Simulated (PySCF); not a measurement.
**Assigning NMR signals**

Geometry:
```json
{"atom": "C1", "x (Å)": "-2.793", "y (Å)": "-0.422", "z (Å)": "-0.867"}
{"atom": "C2", "x (Å)": "-2.444", "y (Å)": "-0.825", "z (Å)": "0.560"}
{"atom": "C3", "x (Å)": "-0.937", "y (Å)": "-1.026", "z (Å)": "0.734"}
{"atom": "C4", "x (Å)": "-0.190", "y (Å)": "0.251", "z (Å)": "0.534"}
{"atom": "C5", "x (Å)": "0.885", "y (Å)": "0.512", "z (Å)": "-0.234"}
{"atom": "C6", "x (Å)": "1.699", "y (Å)": "-0.364", "z (Å)": "-1.104"}
{"atom": "Si7", "x (Å)": "3.169", "y (Å)": "-1.117", "z (Å)": "-0.144"}
{"atom": "C8", "x (Å)": "1.174", "y (Å)": "1.978", "z (Å)": "-0.004"}
{"atom": "Si9", "x (Å)": "-0.355", "y (Å)": "2.019", "z (Å)": "1.163"}
{"atom": "H10", "x (Å)": "-3.863", "y (Å)": "-0.252", "z (Å)": "-0.971"}
{"atom": "H11", "x (Å)": "-2.269", "y (Å)": "0.492", "z (Å)": "-1.136"}
{"atom": "H12", "x (Å)": "-2.501", "y (Å)": "-1.204", "z (Å)": "-1.566"}
{"atom": "H13", "x (Å)": "-2.774", "y (Å)": "-0.043", "z (Å)": "1.249"}
{"atom": "H14", "x (Å)": "-2.968", "y (Å)": "-1.749", "z (Å)": "0.818"}
{"atom": "H15", "x (Å)": "-0.584", "y (Å)": "-1.785", "z (Å)": "0.029"}
{"atom": "H16", "x (Å)": "-0.745", "y (Å)": "-1.399", "z (Å)": "1.746"}
{"atom": "H17", "x (Å)": "1.086", "y (Å)": "-1.174", "z (Å)": "-1.505"}
{"atom": "H18", "x (Å)": "2.079", "y (Å)": "0.213", "z (Å)": "-1.949"}
{"atom": "H19", "x (Å)": "4.038", "y (Å)": "-0.047", "z (Å)": "0.348"}
{"atom": "H20", "x (Å)": "3.925", "y (Å)": "-1.981", "z (Å)": "-1.055"}
{"atom": "H21", "x (Å)": "2.657", "y (Å)": "-1.900", "z (Å)": "0.980"}
{"atom": "H22", "x (Å)": "2.149", "y (Å)": "2.151", "z (Å)": "0.450"}
{"atom": "H23", "x (Å)": "1.128", "y (Å)": "2.573", "z (Å)": "-0.917"}
{"atom": "H24", "x (Å)": "-0.093", "y (Å)": "2.298", "z (Å)": "2.576"}
{"atom": "H25", "x (Å)": "-1.485", "y (Å)": "2.824", "z (Å)": "0.693"}
```

Theory: GIAO PBE0/pcSseg-1 shieldings, coordinates at the GFN2-xTB level, in PySCF (equivalent nuclei averaged, no relativistic terms, one conformer, isolated molecule).

References, each an isolated molecule treated in the same way: TMS for $^{13}$C, $^{1}$H.

(1) Assign these signals to the numbered atoms. $^{13}$C{$^{1}$H} NMR (computed): δ 165.1, 148.4, 34.9, 26.8, 19.3, 17.9, 15.2.

(2) Assign these signals to the numbered atoms. $^{1}$H NMR (500 MHz, computed): δ 4.79 (m, 2H), 3.91 (t, 3H), 2.10 (t, 2H), 2.09 (q, 2H), 1.77 (m, 2H), 1.43 (m, 2H), 0.90 (t, 3H).

## Answers

(1) 
| δ (ppm) | atoms | environment | reason |
| --- | --- | --- | --- |
| 165.1 | C5 | fully substituted alkene carbon | – |
| 148.4 | C4 | fully substituted alkene carbon | an sp2 carbon of a C=C bond |
| 34.9 | C3 | allylic sp3 CH2 | aliphatic region, no heteroatom directly attached |
| 26.8 | C2 | sp3 CH2 | saturated and bonded to C and H only |
| 19.3 | C8 | allylic sp3 CH2 bonded to Si | – |
| 17.9 | C6 | allylic sp3 CH2 bonded to Si | – |
| 15.2 | C1 | methyl carbon | saturated and bonded to C and H only |

C8 and C6 lie closer than the usual error of such a calculation, so a measured spectrum could show them in the other order.

(2) 
4.79 → H24/H25, hydrogen on a silicon bonded to 2 C, in a 4-membered ring
3.91 → H19/H20/H21, hydrogen on a silicon bonded to C
2.10 → H15/H16, hydrogen on an allylic sp3 CH2: allylic position
2.09 → H17/H18, hydrogen on an allylic sp3 CH2 bonded to Si: allylic position
1.77 → H22/H23, hydrogen on an allylic sp3 CH2 bonded to Si
1.43 → H13/H14, hydrogen on an sp3 CH2
0.90 → H10/H11/H12, hydrogen on a methyl carbon: far from electronegative atoms and π systems

H15/H16 and H17/H18 lie closer than the usual error of such a calculation, so a measured spectrum could show them in the other order.

Shifts are as computed. Against solution values, carbons near 30 ppm lie about +3 ppm off and those near 130 ppm about +5 ppm. Of 1211 compounds with measured shifts, 218 miss one by over three times the rms of a fit or turn the order of signals round; such compounds aren't used in these exercises. Multiplicities follow the n + 1 count of equivalent neighbours, as no J values were calculated; m marks all less simple cases, F and P coupling included.
